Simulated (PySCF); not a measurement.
C4H9O, SMILES O[CH]CCC, multiplicity 2.

Geometry optimised at r2SCAN-D4/def2-SVP. The isomer is the one that the SMILES or the coordinates give; other isomers of the formula were not compared. Other conformers were not sampled.

All values below come from PySCF with r2SCAN-D4/def2-SVP.

Frequencies are harmonic and unscaled.

| mode | ν (cm⁻¹) | IR (km/mol) | moving atoms (share of kinetic energy) |
|---|---|---|---|
| 1 | 99 | 0.6 | H 45 %, C 41 %, O 14 % |
| 2 | 111 | 1.8 | O 38 %, C 37 %, H 25 % |
| 3 | 233 | 26.7 | H 55 %, C 41 % |
| 4 | 253 | 0.4 | H 90 %, C 9 % |
| 5 | 335 | 9.8 | C 48 %, H 36 %, O 16 % |
| 6 | 372 | 88.7 | H 82 %, C 9 %, O 8 % |
| 7 | 507 | 10.2 | H 47 %, C 42 %, O 11 % |
| 8 | 611 | 26.6 | C 53 %, H 45 % |
| 9 | 747 | 3.0 | H 89 %, C 10 % |
| 10 | 859 | 6.1 | H 69 %, C 26 % |
| 11 | 880 | 5.9 | H 53 %, C 47 % |
| 12 | 993 | 3.7 | H 48 %, C 43 %, O 10 % |
| 13 | 1052 | 1.0 | C 64 %, H 35 % |
| 14 | 1086 | 35.3 | H 70 %, C 29 % |
| 15 | 1089 | 1.7 | C 55 %, H 45 % |
| 16 | 1216 | 2.0 | H 69 %, C 21 %, O 10 % |
| 17 | 1224 | 68.8 | H 48 %, C 36 %, O 16 % |
| 18 | 1270 | 11.8 | H 72 %, C 26 % |
| 19 | 1288 | 46.1 | H 73 %, C 22 % |
| 20 | 1324 | 31.5 | H 83 %, C 12 % |
| 21 | 1353 | 2.1 | H 66 %, C 33 % |
| 22 | 1386 | 1.9 | H 75 %, C 25 % |
| 23 | 1429 | 1.7 | H 87 %, C 12 % |
| 24 | 1454 | 20.1 | H 53 %, C 44 % |
| 25 | 1465 | 1.1 | H 94 % |
| 26 | 1469 | 8.8 | H 97 % |
| 27 | 1478 | 5.4 | H 93 % |
| 28 | 3002 | 16.6 | H 94 % |
| 29 | 3023 | 30.5 | H 97 % |
| 30 | 3026 | 44.3 | H 94 % |
| 31 | 3066 | 2.2 | H 91 %, C 9 % |
| 32 | 3086 | 11.9 | H 91 %, C 9 % |
| 33 | 3111 | 35.8 | H 92 %, C 8 % |
| 34 | 3116 | 61.8 | H 91 %, C 9 % |
| 35 | 3124 | 27.6 | H 91 %, C 9 % |
| 36 | 3847 | 71.7 | H 94 % |
